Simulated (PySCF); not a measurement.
Compound: C5H5FO2.
InChI=1S/C5H5FO2/c1-7-4-2-5(6)8-3-4/h2-3H,1H3

Torsions of this conformer, `[CH3:1][O:2][c:3]1[cH:4][o:5][c:6]([F:7])[cH:8]1`: C1–O2–C3–C4 180°.

The closed-shell ground state was solved at several levels (PySCF, density fitting, gas phase, non-relativistic). Isolated species at its GFN2-xTB geometry (one conformer only).

| level | basis functions | HOMO (eV) | LUMO (eV) | gap (eV) | dipole (D) |
| --- | --- | --- | --- | --- | --- |
| B3LYP/pcJ-1 | 266 | -5.97 | 0.16 | 6.13 | 2.44 |
| PBE0/def2-SVPD | 209 | -6.23 | 0.25 | 6.48 | 2.37 |

Estimate the row for PBE0/pcSseg-1, a basis of 161 functions; the other rows only guide the guess.

HOMO -6.18 eV, LUMO 0.40 eV, gap 6.58 eV, dipole 2.43 D.

Over all these levels, which gives the widest orbital gap and which the narrowest?

PBE0/pcSseg-1 (global hybrid, 25 % exact exchange) has the widest, 6.58 eV, and B3LYP/pcJ-1 (global hybrid, 20 % exact exchange) the narrowest, 6.13 eV. Functional and basis both differ between the two, so the spread mixes both effects.

How far do the dipole and the HOMO energy spread over the levels?

The dipole runs from 2.37 to 2.44 D (mean 2.41 D) and the HOMO from -6.23 to -5.97 eV.
